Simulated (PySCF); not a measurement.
## Steps of a relaxation of HoF3(H2O)

HoF3(H2O) (singlet in the valence; each metal's 4f electrons, 10 of them, lie in its core potential, out of spins and levels). PySCF 2.14.0, RKS PBE0, Ho lcecp-1-SVP with ECP56, F def2-SVP, O def2-SVP, H def2-SVP; non-relativistic Hamiltonian with scalar-relativistic core potentials where named; density fitting; no spin-orbit coupling. Origin of the start: template. Columns: position (Å) and force (eV/Å). Energies are counted from the last step; some of the 10 steps are shown. Forces carry noise of the integration grid, about 0.01 to 0.03 eV/Å.

Run from Python with OMP_NUM_THREADS=2. Where DIIS fails, smearing, a level shift and second-order steps follow.
It took 40 s on 2 threads of Arm Neoverse V1, with other jobs on the host, from the converged density of the start.

```xyz
7
step 0  E = 0.263 eV
Ho    0.0134   -0.0134    0.0134     1.10   -1.10    1.10
F     1.2125    1.1857    1.2125    -0.92   -0.61   -0.89
F    -1.1857   -1.2125    1.2125     0.64    0.90   -0.90
F     1.2125   -1.2125   -1.1857    -0.92    0.89    0.61
O    -1.3924    1.3924   -1.3924    -0.12    0.14   -0.14
H    -1.7331    2.2776   -1.1886     0.11   -0.17    0.05
H    -1.7331    1.1886   -2.2776     0.11   -0.05    0.17
```

```xyz
7
step 3  E = 0.023 eV
Ho    0.0625   -0.0581    0.0581     0.00    0.03   -0.03
F     1.1241    1.2471    1.1447     0.06    0.20    0.08
F    -1.2284   -1.1385    1.1385    -0.19   -0.08    0.08
F     1.1241   -1.1447   -1.2471     0.06   -0.08   -0.20
O    -1.3319    1.3489   -1.3489     0.06   -0.05    0.05
H    -1.6781    2.2228   -1.1282     0.01    0.00    0.01
H    -1.6781    1.1282   -2.2228     0.01   -0.01    0.00
```

```xyz
7
step 6  E = 0.000 eV
Ho    0.0869   -0.0826    0.0826    -0.03    0.02   -0.02
F     1.0724    1.3422    1.1122     0.01    0.02    0.01
F    -1.3011   -1.1123    1.1123    -0.01   -0.02    0.02
F     1.0724   -1.1122   -1.3422     0.01   -0.01   -0.02
O    -1.2797    1.3080   -1.3080     0.01    0.00    0.00
H    -1.6282    2.1797   -1.0827     0.01    0.00    0.01
H    -1.6282    1.0827   -2.1797     0.01   -0.01    0.00
```

**Question.** Where does the relaxation end?

**Answer.** It converges at step 9 in Cs:
```xyz
7
step 9  E = 0
Ho    0.0791   -0.0823    0.0823
F     1.0643    1.3473    1.1086
F    -1.2942   -1.1228    1.1228
F     1.0643   -1.1086   -1.3473
O    -1.2818    1.3053   -1.3053
H    -1.6187    2.1826   -1.0841
H    -1.6187    1.0841   -2.1826
```

**Question.** How did the contacts change?

**Answer.** 
| contact | start (Å) | end (Å) |
| --- | --- | --- |
| Ho1–F2 (F) | 2.077 | 2.017 |
| Ho1–F3 (F) | 2.077 | 2.013 |
| Ho1–F4 (F) | 2.077 | 2.017 |
| Ho1–O5 (H2O) | 2.435 | 2.388 |


An lcecp potential fixes the number of 4f electrons, so in runs with it no electron can move into or out of that shell.
